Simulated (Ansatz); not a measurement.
Basis-set extrapolation for `NC(S)N[SiH3]` (PBE0-D4/def2-TZVP geometry, frozen core, the Gaussian-basis code of Ansatz). Multiplicity 1, RHF reference.

```tsv
	def2-TZVPP	def2-QZVPP
HF	-837.982217	-838.010171
MP2 correlation	-0.906496	-0.973123
CCSD(T) correlation	-1.001575	not run
```

Energies in hartree. Use E(X) = E(∞) + A·exp(−7.88·√X) for Hartree–Fock and E(X) = E(∞) + B·X^(−2.97) for correlation, with X = 3 and 4, and add CCSD(T) minus MP2 of the smaller set to the MP2 limit.

What is the CCSD(T) energy at the basis-set limit?

HF limit: -838.010171 + (-0.027954) × 0.13774 = -838.01402. MP2 limit: -0.973123 + (-0.066627) × 0.74074 = -1.02248. Higher-order term: -1.001575 − (-0.906496) = -0.09508. Total: -839.13158 hartree, 92.7 kcal/mol below CCSD(T)/def2-TZVPP.
